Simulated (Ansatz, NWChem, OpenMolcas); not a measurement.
## GeF2 (SMILES [F][Ge][F]): methods side by side

The species is GeF2 (3 atoms), meant as a singlet with charge 0. As SMILES, `[F][Ge][F]`. The coordinates come from a PBE0-D4/def2-TZVP relaxation.

```xyz
3

F    -0.6759   -1.1018   -0.4975
Ge    0.6375   -0.2952    0.3202
F     0.0276    1.3321    0.1641
```

Each level gives the dipole moment (D). The values are calculated.

```csv
level,kind,program,value (D)
HF/def2-TZVPP,Hartree–Fock,OpenMolcas,2.70
BP86/def2-TZVPP,GGA,NWChem,2.31
PBE/def2-TZVPP,GGA,Ansatz,2.29
M06-L/def2-TZVPP,meta-GGA,OpenMolcas,2.38
TPSS/def2-TZVPP,meta-GGA,OpenMolcas,2.27
r2SCAN/def2-TZVPP,meta-GGA,OpenMolcas,2.31
BHLYP/def2-TZVPP,global hybrid,NWChem,2.70
wB97X/def2-TZVPP,range-separated hybrid,NWChem,2.54
```

All-electron rows without a relativistic Hamiltonian named are non-relativistic. The values span 2.27 to 2.70 D.
